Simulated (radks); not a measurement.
Spherical quantum dot in the effective-mass picture: electrons in a well V = -V0 / (1 + exp((r - R)/a)) with V0 = 59.8, R = 1.3, a = 0.15, with a point charge +1 (a donor) at the centre, all in effective atomic units (hartree* = m*/eps^2 hartree, bohr* = eps/m* bohr), one dielectric constant everywhere. Calculated with a radial shooting solver with Libxc functionals: non-relativistic Kohn-Sham, exchange-only LDA, spin-polarised, spherical densities. Levels are named by radial order and angular momentum (1s, 1p, 1d, 2s, ...), and open shells are averaged over m.

N = 24, configuration 1s2 1p6 1d10 2s2 1f(up 4, down 0). This is the lowest configuration that the search found. Occupied and some empty levels:

| level | occupation | eigenvalue (hartree*) | <r> (bohr*) |
|---|---|---|---|
| 1s up | 1 | -29.899 | 0.6617 |
| 1s down | 1 | -29.781 | 0.6576 |
| 1p up | 3 | -26.953 | 0.7831 |
| 1p down | 3 | -26.798 | 0.7812 |
| 1d up | 5 | -23.226 | 0.8587 |
| 1d down | 5 | -23.053 | 0.8579 |
| 2s up | 1 | -21.407 | 0.6625 |
| 2s down | 1 | -21.307 | 0.6644 |
| 1f up | 4 | -18.773 | 0.9184 |
| 1f down | 0 | -18.591 | 0.9182 |
| 2p up | 0 | -15.670 | 0.7709 |
| 2p down | 0 | -15.561 | 0.7713 |
| 1g up | 0 | -13.694 | 0.9698 |
| 1g down | 0 | -13.509 | 0.9700 |
| 2d up | 0 | -9.9784 | 0.8604 |
| 2d down | 0 | -9.8584 | 0.8605 |

Energy (hartree*): total -877.521, kinetic 185.10, external -1351.8, Hartree 316.50, exchange-correlation -27.354.
